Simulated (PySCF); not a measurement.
**MnI: one state, many levels of theory**

State: ⁷Σ⁺ (septet), unpaired electrons σ ↑↑, π ↑↑, δ ↑↑. Set-up: basis Mn def2-TZVP, I def2-TZVP with ECP28; scalar-relativistic core potentials; PySCF 2.14. De refers to Mn (3d5 4s2) + I in their high-spin ground configurations, without counterpoise correction. The functionals are run spin-unrestricted. A positive dipole means Mn(−)I(+).

```tsv
Level	Re (Å)	ωe (cm⁻¹)	De (eV)	μ (D)
UHF	2.695	223	n/a	-4.49
UHF-MP2	2.617	234	n/a	n/a
UHF-SCS-MP2	2.637	229	n/a	n/a
PBE	2.588	230	2.93	-2.48
PBEsol	2.559	238	3.17	-2.32
r²SCAN	2.591	237	3.10	-3.03
PBE0	2.602	234	2.78	-3.28
r²SCAN0	2.606	236	2.89	-3.56
ωB97X	2.601	235	2.10	-3.26
B2PLYP	2.621	228	2.38	-3.78
```

**Question.** What does a quarter of exact exchange do here, going from PBE to PBE0?

**Answer.** PBE0 less PBE: +1.4 pm in Re, +1.7 % in ωe, -0.15 eV in De. Exact exchange removes part of the self-interaction that spreads semilocal densities, and in most molecules shortens and stiffens the bond and lowers De; here Re goes the other way.

**Question.** What does the step from GGA to meta-GGA do here, going from PBE to r²SCAN?

**Answer.** r²SCAN less PBE: +0.3 pm in Re, +3.0 % in ωe, +0.17 eV in De. 

**Question.** What does second-order correlation do here, going from UHF to UHF-MP2?

**Answer.** UHF-MP2 less UHF: -7.8 pm in Re, +4.9 % in ωe. Correlation nearly always deepens the well. The bond shortens, as in weak, metallic or heavy-atom bonds, where dispersion and the correlation of outer-core electrons pull the atoms together.

Correlated steps freeze 9 core orbitals. The metal atom is held in its measured ground configuration; semilocal functionals can put another filling of s and d lower by some tenths of an eV, and De to that atom would be smaller. These are scalar-relativistic numbers at best; spin–orbit coupling would shift them, the dissociation energy most. B2PLYP dipoles, levels and charges come from its SCF part alone. With d or f electrons several states lie close, and the lowest PBE0 determinant need not be the measured ground state.

The whole job (state search and all levels along the bond) took about 27 min on 1 thread of Intel Xeon @ 2.50GHz (shared host), peak memory 2.5 GiB.
